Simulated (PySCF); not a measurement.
## Cost of excited-state runs on `CS[C@H](C)SCC=O`, C₅H₁₀OS₂

Molfile (atoms numbered from 1):
```
C5H10OS2
     RDKit          3D

 18 17  0  0  0  0  0  0  0  0999 V2000
   -0.7561    1.6939    1.0755 C   0  0  0  0  0  0  0  0  0  0  0  0
   -0.1449    0.0024    1.2663 S   0  0  0  0  0  0  0  0  0  0  0  0
   -0.6772   -0.7691   -0.3215 C   0  0  2  0  0  0  0  0  0  0  0  0
   -1.8086   -1.7494   -0.1063 C   0  0  0  0  0  0  0  0  0  0  0  0
    0.7572   -1.6119   -1.0694 S   0  0  0  0  0  0  0  0  0  0  0  0
    1.7718   -0.1307   -1.3238 C   0  0  0  0  0  0  0  0  0  0  0  0
    2.0996    0.6110   -0.0504 C   0  0  0  0  0  0  0  0  0  0  0  0
    2.0257    1.8137    0.0283 O   0  0  0  0  0  0  0  0  0  0  0  0
   -0.8844    2.0918    2.0767 H   0  0  0  0  0  0  0  0  0  0  0  0
   -1.7071    1.6838    0.5534 H   0  0  0  0  0  0  0  0  0  0  0  0
   -0.0078    2.2783    0.5385 H   0  0  0  0  0  0  0  0  0  0  0  0
   -0.9602    0.0474   -0.9880 H   0  0  0  0  0  0  0  0  0  0  0  0
   -2.6623   -1.2440    0.3403 H   0  0  0  0  0  0  0  0  0  0  0  0
   -1.4864   -2.5467    0.5588 H   0  0  0  0  0  0  0  0  0  0  0  0
   -2.1085   -2.1855   -1.0570 H   0  0  0  0  0  0  0  0  0  0  0  0
    2.7054   -0.4978   -1.7539 H   0  0  0  0  0  0  0  0  0  0  0  0
    1.2766    0.5299   -2.0391 H   0  0  0  0  0  0  0  0  0  0  0  0
    2.5585   -0.0108    0.7330 H   0  0  0  0  0  0  0  0  0  0  0  0
  1  2  1  0
  2  3  1  0
  3  4  1  0
  3  5  1  0
  5  6  1  0
  6  7  1  0
  7  8  2  0
  1  9  1  0
  1 10  1  0
  1 11  1  0
  3 12  1  6
  4 13  1  0
  4 14  1  0
  4 15  1  0
  6 16  1  0
  6 17  1  0
  7 18  1  0
M  END
```

PySCF with density fitting, on 1 thread of an Intel Xeon 6975P-C, shared host. Command: `OMP_NUM_THREADS=1 python excited_run.py task.json out`

Problem. How long does each of these runs take, and how much memory?
- vibronic structure, B3LYP/6-31G*; Tamm-Dancoff; writes grids
- vibronic structure, HSE06/6-31G*; Tamm-Dancoff; 200 K; 2 states

Solution. 
```
               run         level  basis functions  wall time  peak memory (GiB)
vibronic structure  B3LYP/6-31G*              140       29 s               0.83
vibronic structure  HSE06/6-31G*              140       34 s               0.99
```
Times from a shared host are rough.
